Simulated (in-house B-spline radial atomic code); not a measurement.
A fraction x of an electron is removed from 5s in the xenon ion Xe⁵⁺, starting from [Kr] 4d10 5s2 5p1 and keeping the highest spin. Level of theory: scalar-relativistic (X2C) PW91, spin-polarised, spherical fractional occupations, Fermi nucleus of rms radius 4.7859 fm; calculated with an all-electron radial atomic-structure program (B-spline basis).

| x | E(x) - E(0) (eV) | 5s down level (eV) |
| --- | --- | --- |
| 0 | 0.0000 | -73.199 |
| 0.18 | 13.3730 | -75.391 |
| 0.35 | 26.3659 | -77.468 |
| 0.43 | ? | ? |
| 0.5 | 38.1241 | -79.311 |
| 0.52 | 39.7128 | -79.558 |
| 0.63 | 48.5393 | -80.927 |
| 0.84 | 65.8152 | -83.633 |
| 0.9 | ? | ? |
| 1 | 79.3669 | - |

(1) What belongs in the row x = 0.43?

(2) What belongs in the row x = 0.9?

(3) Check Janak's theorem between x = 0.18 and 0.35.

## Answers

(1) An energy change of 32.6025 eV; 5s down at -78.449 eV.

(2) An energy change of 70.8573 eV; 5s down at -84.441 eV.

(3) The slope of the energy is 76.43 eV; the orbital levels give 76.43 eV (-ε of the emptying orbital, averaged over the two points).
